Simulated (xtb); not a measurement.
Be(Et)(SH) (C₂H₆BeS), SMILES C[CH2][Be][SH]. All values are semi-empirical tight-binding results from xtb (GFN2-xTB unless named), good for trends rather than for accurate numbers. The structure is a stationary point at GFN2-xTB. Other conformers were not sampled.

For metal compounds this method's bond lengths and energies can be far off.

Computed properties:
```yaml
orbital_gap: 4.44 eV
zero_point_energy: 45.5 kcal/mol
G − E(el) at 298.15 K (modified RRHO): 26.1 kcal/mol
```
